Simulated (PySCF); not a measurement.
C₂H₉FOSi₂, SMILES [SiH2](CO[SiH2]F)C. Atoms are numbered in the order given.

```xyz
15

C      2.8393    -0.3172     0.2563
Si     1.8529     0.1717    -1.2598
C      0.0952     0.6603    -0.7260
O     -0.4553    -0.4431     0.0076
Si    -2.0018    -0.4651     0.5836
F     -2.1789     0.6591     1.7430
H      2.9717     0.5400     0.9356
H      3.8368    -0.7006    -0.0084
H      2.2991    -1.1052     0.8044
H      2.4654     1.3414    -1.9671
H      1.7546    -0.9688    -2.2213
H      0.1238     1.5684    -0.0919
H     -0.5360     0.9047    -1.6037
H     -2.9725    -0.1146    -0.4887
H     -2.2132    -1.8033     1.1785
```
Charge 0, spin multiplicity 1.

Geometry optimised at r2SCAN-D4/def2-SVP. This is a generated structure with no PubChem entry under its InChIKey; it may be hypothetical. Other conformers were not sampled.

Level of theory: PySCF with PBE/pcSseg-1.

GIAO shieldings, no solvent; atoms listed in one row are averaged. δ = σ(ref) − σ: ¹³C against TMS (σ = 182.0 ppm); ²⁹Si against TMS (σ = 335.4 ppm); ¹⁷O against H2O (σ = 334.3 ppm); ¹⁹F against CFCl3 (σ = 133.6 ppm); ¹H against TMS (σ = 31.49 ppm), references at their B3LYP-D3(BJ)/def2-TZVP geometries, non-relativistic.

```tsv
nucleus	atoms	count	δ (ppm)
¹³C	C3	1	60.9
¹³C	C1	1	-8.2
²⁹Si	Si5	1	-15.6
²⁹Si	Si2	1	-39.9
¹⁷O	O4	1	62.6
¹⁹F	F6	1	-191.7
¹H	H14	1	5.45
¹H	H15	1	5.25
¹H	H11	1	4.56
¹H	H10	1	4.48
¹H	H12	1	4.35
¹H	H13	1	4.19
¹H	H7, H8, H9	3	0.69
```
